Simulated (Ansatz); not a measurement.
Start from `[SiH3][O][In]([Cl])[Cl]` and change one element to get `C[O][In]([Cl])[Cl]`.

Ansatz, PBE0-D4/def2-TZVP geometries, multiplicity 1. Each molecule was computed in one conformer, which needn't be the lowest.

Elements past krypton have def2 core potentials.

```csv
property,`[SiH3][O][In]([Cl])[Cl]`
size of the dipole moment (B3LYP/def2-TZVPP) / D,0.28
HOMO–LUMO gap (PBE/def2-TZVPP) / eV,3.76
LUMO energy (B3LYP/def2-TZVPP) / eV,-3.05
HOMO–LUMO gap (PBE0/def2-TZVPP) / eV,6.07
LUMO energy (PBE/def2-TZVPP) / eV,-3.64
HOMO–LUMO gap (ωB97M-V/def2-TZVPP) / eV,10.32
```

What does the change do to each property? (Best estimate.)

Ansatz gave: 
```
                                        property  `C[O][In]([Cl])[Cl]`  shift
size of the dipole moment (B3LYP/def2-TZVPP) / D                  1.45   1.17
             HOMO–LUMO gap (PBE/def2-TZVPP) / eV                  3.32  -0.44
             LUMO energy (B3LYP/def2-TZVPP) / eV                 -2.83   0.22
            HOMO–LUMO gap (PBE0/def2-TZVPP) / eV                  5.71  -0.36
               LUMO energy (PBE/def2-TZVPP) / eV                 -3.40   0.24
         HOMO–LUMO gap (ωB97M-V/def2-TZVPP) / eV                 10.05  -0.27
```

With PBE0 the HOMO rises by 0.59 eV and the LUMO rises by 0.22 eV, so the gap narrows by about 0.37 eV. PBE moves the HOMO by 0.68 eV and ωB97M-V by 0.50 eV. Dipoles are sizes alone; their direction can turn.

B3LYP here is the variant with VWN-RPA as its local correlation; programs differ in this.
